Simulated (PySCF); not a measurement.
**SnCl: energy against distance**

Set-up: PySCF, scalar-relativistic core potentials, basis sets Sn cc-pVDZ-PP with ECP28, Cl cc-pV(D+d)Z. Energies in eV from Sn + Cl in their ground configurations at the same level. State: ²Π (doublet), unpaired electrons π ↑.

```
R (Å)    PBE0
2.066  -2.756
2.162  -3.351
2.258  -3.672
2.330  -3.783
2.402  -3.814
2.474  -3.783
2.570  -3.674
2.690  -3.466
2.834  -3.157
3.026  -2.712
```

Question: Put a parabola through the three lowest points of the PBE0 curve and estimate Re, k and ωe (reduced mass 27.07 u; 1 eV/Å² = 0.16022 mdyn/Å; ωe = 1302.8·√(k/μ) cm⁻¹).

Answer: Through R = 2.33, 2.402, 2.474 Å the second-order coefficient is 5.98 eV/Å², so Re ≈ 2.402 Å, k ≈ 1.92 mdyn/Å and ωe ≈ 347 cm⁻¹. A polynomial fit of higher order to the unrounded PBE0 energies gives Re = 2.398 Å, k = 1.90 mdyn/Å, ωe = 345 cm⁻¹; anharmonicity and rounding make the difference.

The higher-order fit for each curve: PBE0: Re = 2.398 Å, ωe = 345 cm⁻¹, De = 3.81 eV.

Spin–orbit coupling is left out, which matters for elements this heavy, above all for dissociation energies. The state was picked by a PBE0 search and need not be the measured ground state.
